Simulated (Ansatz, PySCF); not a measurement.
Process, species as SMILES: Cl (HCl) -> [Cl-] + H+
Each molecule is optimised on its own at B3LYP-D3(BJ)/def2-TZVP (Ansatz, a quantum-chemistry and plane-wave program).

Wanted: gas-phase deprotonation energy (enthalpy at 298 K, with B3LYP-D3(BJ) rigid-rotor harmonic-oscillator terms from PySCF), in kJ/mol. Correlated levels leave the core frozen unless marked. Spin-orbit coupling is left out. Non-relativistic. Anions need diffuse functions: aug- sets have them; def2-D sets add few; the other sets have none. CBS(X,Y): correlation extrapolated as X^-3; Hartree-Fock from the larger set.

| level | program | gas-phase deprotonation energy (kJ/mol) |
|---|---|---|
| M06-L-D4/def2-TZVPD | PySCF + dftd4 | 1401.6 |

### Question
Predict the CCSD(T)/CBS(aug-cc-pV(T+d)Z,aug-cc-pV(Q+d)Z) result (Ansatz).

### Answer
1393.0 kJ/mol
